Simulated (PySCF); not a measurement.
C2F5O3S (charge -1).
Geometry (PBE0-D3(BJ)/def2-SVP, Å), atoms numbered from 1 in this order:
```xyz
11
C2F5O3S angstrom
O      1.5757    0.5921   -1.5386
S      1.5724    0.0694   -0.1666
O      1.6155    1.0812    0.8997
O      2.3834   -1.1332    0.0605
C     -0.1647   -0.6038    0.0013
F     -0.2593   -1.3903    1.0941
F     -0.4673   -1.3596   -1.0744
C     -1.2758    0.4494    0.1336
F     -1.1938    1.3836   -0.8028
F     -2.4779   -0.1429    0.0019
F     -1.2591    1.0337    1.3237
```

The closed-shell ground state was solved at several levels (PySCF, density fitting, gas phase, non-relativistic). The geometry's basis has no diffuse functions, a weakness for an anion. No diffuse functions stand in pcSseg-1 and pcSseg-2, which bears on an anion's orbital energies.

| level | basis functions | HOMO (eV) | LUMO (eV) | gap (eV) |
| --- | --- | --- | --- | --- |
| PBE0/def2-SVPD | 251 | -3.32 | 4.01 | 7.33 |
| PBE0/pcSseg-1 | 194 | -2.90 | 5.82 | 8.72 |

Problem. What might PBE/pcSseg-2 (403 basis functions) give for the same quantities?

Solution. HOMO -1.57 eV, LUMO 4.27 eV, gap 5.84 eV.

Problem. Over all these levels, which gives the widest orbital gap and which the narrowest?

Solution. PBE0/pcSseg-1 (global hybrid, 25 % exact exchange) has the widest, 8.72 eV, and PBE/pcSseg-2 (GGA) the narrowest, 5.84 eV. Functional and basis both differ between the two, so the spread mixes both effects.
